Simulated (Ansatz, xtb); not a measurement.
Isomers of C3H6BCl2N in order of energy

5 gas-phase structures of C3H6BCl2N, from a drawn sample of its isomers (lower ones may exist). Each was relaxed with GFN2-xTB; where two conformers were screened, the lower at r2SCAN-D4/def2-SVP is listed:

A. a singlet given by its coordinates
B. `CC#[N+][B-](C)(Cl)Cl`, a singlet
C. `[H]/N=C(\C)CB(Cl)Cl`, a singlet
D. `[H]/N=C\CCB(Cl)Cl`, a singlet
E. `[H]/N=C(/C)CB(Cl)Cl`, a singlet

A (Å):

```xyz
13

C     0.1576   -0.2654   -0.6682
C     1.5239   -0.8041   -0.7958
C     2.3954    0.0168    0.1730
B     1.3286    0.8795    1.0597
Cl    1.5639    2.6931    1.0749
Cl    0.9802    0.2113    2.7433
N     0.0177    0.5992    0.2504
H    -0.8701    1.0364    0.4655
H    -0.6611   -0.5985   -1.2966
H     1.4959   -1.8623   -0.5181
H     1.8607   -0.7620   -1.8339
H     3.0614    0.6678   -0.3912
H     3.0258   -0.6368    0.7708
```

Close contacts (Å): C1–C2 1.47, C1–N7 1.27, C2–C3 1.54, C3–B4 1.63, B4–Cl5 1.83, B4–Cl6 1.84, B4–N7 1.57, C1–H9 1.08, C2–H10 1.09, C2–H11 1.09, C3–H12 1.09, C3–H13 1.09, N7–H8 1.01.

Problem. Estimate their order in r2SCAN-D4/def2-SVP energy at these geometries, lowest first.

Solution. Calculated order at r2SCAN-D4/def2-SVP: A (0.0), B (78.7), E (84.0), C (87.0), D (116.3) kJ/mol. Less than 1 kcal/mol parts E and C, so the order within that pair means little.

Energies above the lowest of each column, in kJ/mol; the last columns are at B3LYP/def2-SVP geometries and were run for some of them only (a dash: not run or not comparable):

```csv
structure,GFN2-xTB,HF/STO-3G,r2SCAN-D4/def2-SVP,B3LYP/def2-SVP,CCSD(T)/def2-SVP + ΔMP2/def2-TZVPP
A,0.0,0.0,0.0,0.0,0.0
B,65.6,111.9,78.7,51.7,53.8
E,52.0,182.1,84.0,67.0,71.0
C,57.8,182.3,87.0,–,–
D,87.8,202.9,116.3,–,–
```

Every level run on A puts it lowest or level with the lowest. Flexible structures stand in one conformer each, not always the lowest. Frequencies (GFN2-xTB) were run for A, B, E alone. ΔMP2 is the change of the MP2 energy from the smaller to the larger basis.

Over these structures GFN2-xTB departs from r2SCAN-D4/def2-SVP by 11.2 kJ/mol on average once a common shift is removed. A GFN2-xTB relaxation took about 0.31 s and the r2SCAN-D4/def2-SVP energy about 2.4 s on a shared host (Ansatz 0.2.0, xtb 6.7.1).
